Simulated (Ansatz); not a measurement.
The cluster Hf5⁺, relaxed as a doublet with UKS r2SCAN-D4/def2-SVP in Ansatz, starting from the GFN1-xTB geometry. Force threshold 0.02 eV/Å.

In the def2 sets Hf takes a core potential; there is no spin–orbit coupling. The charge 1 doublet is spin-contaminated (final ⟨S²⟩ up to 1.73, 0.75 for a pure state). The relaxation made no stability test and no search for a lower SCF solution. No other spin state of charge 1 was run. Another isomer (doublet) lies 2.98 eV lower at PBE0-D4/def2-TZVP; other spin states weren't run for this one.

Start:

```xyz
5

Hf    1.785    1.786    0.884
Hf   -1.076    1.887    0.870
Hf    1.982   -0.828   -0.341
Hf   -2.337   -0.482   -0.290
Hf   -0.353   -2.364   -1.123
```

Question: Estimate the energy that the relaxation releases and the steps that it takes.

Answer: 76.3 kcal/mol, in 28 steps; 13 min on 4 threads of Arm Neoverse V1 on a shared host. The force fell under the threshold at step 12, but the optimiser went on and released 0.018 eV more. No frequencies were taken in this run, so the end may be a saddle point.

Question: Does the start keep its bonding and symmetry?

Answer: By distances, no bond broke or formed, bridged metal pairs apart. The bond that changes most is Hf3–Hf4, from 4.33 to 2.80 Å (atoms count from 1). Metal–metal contacts that move far: Hf3–Hf4 4.33 to 2.80 Å, Hf2–Hf3 4.27 to 2.80 Å. Point group Cs at the start, Cs at the end, both within 0.05 Å.

Question: Predict the relaxed structure.

Answer: 
```xyz
5

Hf    1.967    1.976    0.659
Hf   -0.719    1.647    0.793
Hf    0.886   -0.591    0.295
Hf   -1.860   -0.603   -0.260
Hf   -0.274   -2.430   -1.488
```
Bond lengths (bridged metal pairs left out): 7 × Hf–Hf 2.71 to 2.81 Å.
